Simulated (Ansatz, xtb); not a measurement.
# Two structures of H6N4W

Structure X: a triplet given by its coordinates. Structure Y: a triplet given by its coordinates. Both are isolated molecules in the gas phase, relaxed with PBE0-D4/def2-SVP.

X (Å):

```xyz
11

N     1.7020    0.9925    0.2673
N    -0.0813   -0.6678    1.8927
N     0.4401   -2.0010   -0.8326
N    -0.8025    1.0212   -0.7634
W     0.2253   -0.3437    0.1824
H     2.6511    0.6440    0.4673
H    -0.5037   -0.3894    2.7748
H     0.6318   -2.0673   -1.8292
H     0.4119   -2.9290   -0.4187
H    -0.4111    1.9456   -0.9450
H    -1.7971    1.0016   -0.9730
```

Close contacts (Å): N1–W5 1.99, N2–W5 1.77, N3–W5 1.96, N4–W5 1.95, N1–H6 1.03, N2–H7 1.02, N3–H8 1.02, N3–H9 1.02, N4–H10 1.02, N4–H11 1.02, W5–H6 2.63, W5–H7 2.69, W5–H8 2.68, W5–H9 2.66, W5–H10 2.63, W5–H11 2.69.

Y (Å):

```yaml
atoms:
  - { symbol: N, position_ang: [0.0050, -1.8918, -0.9638] }
  - { symbol: N, position_ang: [0.8688, -1.7630, 0.0092] }
  - { symbol: N, position_ang: [-0.6860, 0.2858, 1.5161] }
  - { symbol: N, position_ang: [0.6511, 1.5218, -1.2078] }
  - { symbol: W, position_ang: [-0.1032, -0.0312, -0.3165] }
  - { symbol: H, position_ang: [-1.7401, -0.0509, -0.8092] }
  - { symbol: H, position_ang: [1.0516, -2.5564, 0.6348] }
  - { symbol: H, position_ang: [-0.2485, -0.1323, 2.3350] }
  - { symbol: H, position_ang: [-1.5958, 0.6715, 1.7602] }
  - { symbol: H, position_ang: [0.7086, 1.6341, -2.2184] }
  - { symbol: H, position_ang: [1.0884, 2.3124, -0.7396] }
```

Close contacts (Å): N1–N2 1.31, N1–W5 1.97, N2–W5 2.01, N3–W5 1.95, N4–W5 1.94, N2–H7 1.03, N3–H8 1.02, N3–H9 1.02, N4–H10 1.02, N4–H11 1.02, W5–H6 1.71, W5–H8 2.66, W5–H9 2.65, W5–H10 2.66, W5–H11 2.66.

Q: Estimate which is lower in electronic energy at CCSD(T)/def2-SVP + ΔMP2/def2-TZVPP, and by roughly how much.

A: The CCSD(T)/def2-SVP + ΔMP2/def2-TZVPP calculation puts structure X lower, by 0.848 eV.

The same difference at several levels:

```
                             level          geometry  E(Y) − E(X) (eV)  departure from the last row (eV)  job, with rough time for the two
                  PBE0-D4/def2-SVP  PBE0-D4/def2-SVP              +0.595                            −0.253             optimisation, 5.8 min
                       HF/def2-SVP  PBE0-D4/def2-SVP              +1.108                            +0.260           part of the CCSD(T) run
                      MP2/def2-SVP  PBE0-D4/def2-SVP              +0.935                            +0.086           part of the CCSD(T) run
                  CCSD(T)/def2-SVP  PBE0-D4/def2-SVP              +0.819                            −0.029                      single point
CCSD(T)/def2-SVP + ΔMP2/def2-TZVPP  PBE0-D4/def2-SVP              +0.848                                               single point, 5.4 min
```

The levels shown agree on the order. The largest departure from CCSD(T)/def2-SVP + ΔMP2/def2-TZVPP is that of HF/def2-SVP, 0.260 eV. Levels run at GFN2-xTB geometries aren't shown. The last row adds to CCSD(T) the change of the MP2 difference between the two basis sets, here +0.029 eV. The triplet state of X needn't be its ground state. The triplet state of Y needn't be its ground state.

With thermal terms from frequencies at re-optimised GFN2-xTB minima (ideal gas, soft modes damped towards free rotors, one conformer each, 298.15 K, 1 atm): the zero-point term adds +0.022 eV; ΔH is +0.843 and ΔG +0.878 eV.

Open shells are spin-unrestricted. The correlated steps freeze 4 core orbitals. Atoms past krypton carry core potentials in the def2 sets and no spin–orbit term is included. Run with Ansatz 0.2.0, xtb 6.7.1; the last row on 2 threads of Arm Neoverse V2 on a shared host.
